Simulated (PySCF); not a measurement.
Ligands exchanged one at a time, Sn Br-OCH3. All species are isolated molecules in the gas phase. One relaxed conformer stands for each flexible species; it need not be the lowest. Strings in code marks are SMILES.

All values below come from CAM-B3LYP-D3(BJ)/def2-TZVP // CAM-B3LYP-D3(BJ)/def2-SVP (PySCF). 

```json
[
 {"species": "0 of 4 Br replaced by OCH3 (`[Br][Sn]([Br])([Br])[Br]`)", "LUMO (eV)": "-2.70", "HOMO–LUMO gap (eV)": "7.55", "S1 oscillator strength": "0.000"},
 {"species": "1 of 4 Br replaced by OCH3 (`C[O][Sn]([Br])([Br])[Br]` (C–O–Sn–Br torsion 61°))", "LUMO (eV)": "-2.23", "HOMO–LUMO gap (eV)": "7.75", "S1 oscillator strength": "0.004"},
 {"species": "2 of 4 Br replaced by OCH3 (`C[O][Sn]([Br])([Br])[O]C` (C–O–Sn–Br torsion -174°, Br–Sn–O–C torsion 65°))", "LUMO (eV)": "-1.70", "HOMO–LUMO gap (eV)": "…", "S1 oscillator strength": "0.006"},
 {"species": "3 of 4 Br replaced by OCH3", "LUMO (eV)": "…", "HOMO–LUMO gap (eV)": "8.45", "S1 oscillator strength": "0.011"},
 {"species": "4 of 4 Br replaced by OCH3", "LUMO (eV)": "-0.52", "HOMO–LUMO gap (eV)": "…", "S1 oscillator strength": "0.000"}
]
```

Question: Fill in the missing entries.

Answer: 
- 2 of 4 Br replaced by OCH3 (`C[O][Sn]([Br])([Br])[O]C` (C–O–Sn–Br torsion -174°, Br–Sn–O–C torsion 65°)), HOMO–LUMO gap (eV): 8.11
- 3 of 4 Br replaced by OCH3, LUMO (eV): -1.12
- 4 of 4 Br replaced by OCH3, HOMO–LUMO gap (eV): 8.88
